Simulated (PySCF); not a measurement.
# Where the electron goes

C₆H₁₀F (charge +1).
Cartesian coordinates in Å at the GFN2-xTB level; atoms count from 1:
```xyz
17
C6H10F angstrom
C      2.002   -0.830    0.281
C      0.695   -0.279    0.016
C     -0.484   -1.056   -0.321
C     -1.615   -0.054   -0.577
C     -1.170    1.188    0.197
F     -1.513    1.054    1.518
C      0.367    1.140    0.112
H      2.138   -0.864    1.372
H      2.803   -0.174   -0.064
H      2.130   -1.844   -0.093
H     -0.318   -1.782   -1.122
H     -0.718   -1.679    0.557
H     -2.581   -0.408   -0.226
H     -1.696    0.178   -1.639
H     -1.612    2.125   -0.149
H      0.699    1.638   -0.808
H      0.865    1.661    0.935
```

Method: TDDFT PBE0/def2-SVPD, vertical, gas phase, core orbitals frozen in the response in PySCF.

Kohn–Sham orbitals with the atoms that hold most of them (Löwdin shares over 4%, at most four atoms; ? is withheld):

```tsv
orbital	ε (eV)	atoms
HOMO-3	-15.67	C4 28%, C3 21%, F6 12%, C1 9%
HOMO-2	-15.13	C4 33%, H13 14%, C3 14%, H14 13%
HOMO-1	-14.24	?
HOMO	?	F6 40%, C4 20%, C5 20%, H15 4%
LUMO	-8.60	?
LUMO+1	-3.78	C1 16%, C2 13%, C3 10%, C7 10%
LUMO+2	-2.91	C1 15%, H14 10%, C4 9%, H9 8%
```

Question: Give the leading atoms of the HOMO-1.

Answer: F6 (bonded to C) 42%; C5 (bonded to 2 C, F and H) 19%; C7 (bonded to 2 C and 2 H) 14%; H15 (bonded to C) 10%. By element: fluorine 42%, carbon 33% or more, hydrogen 10% or more.

Question: Which atoms hold the LUMO, and with what shares?

Answer: C2 (bonded to 3 C) 50%; C3 (bonded to 2 C and 2 H) 9%; C7 (bonded to 2 C and 2 H) 9%; C1 (bonded to C and 3 H) 8%.

Question: What is the HOMO energy, and the HOMO–LUMO gap?

Answer: ε(HOMO) = -14.07 eV; the gap is 5.46 eV (0.2008 hartree).

Question: How does S1 compare with the orbital gap of 5.46 eV?

Answer: S1 is at 4.19 eV (f = 0.0056), 1.27 eV below the gap, made of HOMO→LUMO (96%). 

Question: One configuration dominates each of S1 and S2. Which, and how do the shares of the two leading atoms of either orbital change from the occupied to the empty one?

Answer: 
- S1 (4.19 eV, f 0.0056), HOMO→LUMO (96%): F6 40% → at most 9%, C4 20% → at most 9%, C2 at most 5% → 50%, C3 at most 5% → 9%
- S2 (4.27 eV, f 0.0057), HOMO-1→LUMO (95%): F6 42% → at most 9%, C5 19% → at most 9%, C2 at most 10% → 50%, C3 at most 10% → 9%

Löwdin shares depend on the basis, the more so with diffuse functions.

Time: 32 s wall. Hardware: one thread of an x86-64 server, shared host.

One conformer stands for the species.
